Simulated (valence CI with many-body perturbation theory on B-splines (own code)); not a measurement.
**Ag⁷⁺: calculation against measured levels**

Level of theory: configuration interaction combined with many-body perturbation theory (CI+MBPT): four valence electrons over a frozen Dirac-Fock core [Kr], a basis of 9 s, 9 p, 10 d, 8 f, 5 g, 3 h, 1 i functions for each j, with the one-electron correlation potential Σ1, the two-electron term Σ2, the three-electron term Σ3, Breit, model QED; selected CI, second order for the rest, scaled by the run's own slope (own B-spline code, finite nucleus).

Set against measurement, 28 paired levels are off by 389 cm⁻¹ on average, the worst by 1561. These come from a selection out of Atoms 5, 11 (2017), spectra Ag VII to Ag IX. Levels without a partner in it may be off by more, other configurations by 1,000 to 8,000 cm⁻¹. Among the levels kept, up to 270 cm⁻¹ of a level comes from second order outside the variational space, and about a tenth of that is noise between levels of different J, which matters for small intervals. Only levels of the ground parity were solved; by the run's estimate the other parity begins above the list, which can be wrong where configurations are misplaced.

Measured levels: Atoms 5, 11 (2017), spectra Ag VII to Ag IX. Pairs share parity and J, and are chosen by configuration, term and nearness in energy; levels without a clear partner are left out. Energies in cm⁻¹ above the measured ground level. The last column is blank where CI alone has no clear partner.

Names give the largest LS component (configuration and term), which can be under half, so a name can repeat, a term be missing and a line seem to break the LS rules; names also repeat where a configuration has a term twice. Letters in brackets count levels of one name in rising energy.

```tsv
Computed label	Label in the source	Measured	Computed	Difference	CI alone, difference
4d4 5D_0	4d4 5D	0	0.0	0	0
4d4 5D_1	4d4 5D	1340	1312.7	-27	-92
4d4 5D_2	4d4 5D	3212	3175.8	-36	-161
4d4 5D_3	4d4 5D	5292	5246.3	-46	-226
4d4 5D_4	4d4 5D	7443	7399.1	-44	-279
4d4 3P_0 [a]	4d4 3P	21309	21705.7	+397	-566
4d4 3H_4	4d4 3H	23302	22424.0	-878	+1630
4d4 3H_5	4d4 3H	26250	25223.5	-1026	+1623
4d4 3P_1 [a]	4d4 3P	26526	26801.7	+276	-898
4d4 3G_3	4d4 3G	26967	26635.4	-332	+1170
4d4 3F_2 [a]	4d4 3F	28051	27910.8	-140	+367
4d4 3H_6	4d4 3H	28185	27066.5	-1119	+1606
4d4 3F_4 [a]	4d4	29555	29104.0	-451	+857
4d4 3P_2 [a]	4d4 3P	32134	32434.2	+300	-513
4d4 3G_4	4d4 3G	32698	32325.3	-373	+1719
4d4 3F_3 [a]	4d4 3F	32926	32592.1	-334	+1127
4d4 3G_5	4d4 3G	35077	34470.6	-606	+1687
4d4 3D_3	4d4 3D	36879	37247.4	+368	+2527
4d4 3D_2	4d4 3D	38402	38673.7	+272	+1421
4d4 3D_1	4d4 3D	39191	39547.8	+357	+2183
4d4 1I_6	4d4 1I	39744	38183.3	-1561	+2337
4d4 1G_4 [a]	4d4 1G	43104	42761.3	-343	+1287
4d4 1F_3	4d4 1F	52004	52010.5	+6	+2553
4d4 3F_4 [b]	4d4	60980	61007.7	+28	+1518
4d4 3F_2 [b]	4d4 3F	61644	61700.3	+56	+1861
4d4 3F_3 [b]	4d4 3F	62552	62631.5	+80	+1780
4d4 3P_1 [b]	4d4 3P	63371	63901.4	+530	+1656
4d4 1G_4 [b]	4d4 1G	69584	69247.9	-336	+2295
4d4 1D_2 [b]	4d4	88586	89160.9	+575	+4305
```

Over 28 excited levels the mean absolute difference is 389 cm⁻¹, the median 335 and the largest 1561. For the 28 levels that pair on every rung the mean is CI alone 1437, + Σ1 1813, + Σ2 911, + Σ3 405, + Breit 393, + QED 389. The comparison draws on a selection of the measured levels: 29 of the 67 computed ones have a partner in it, and others may be off by more.
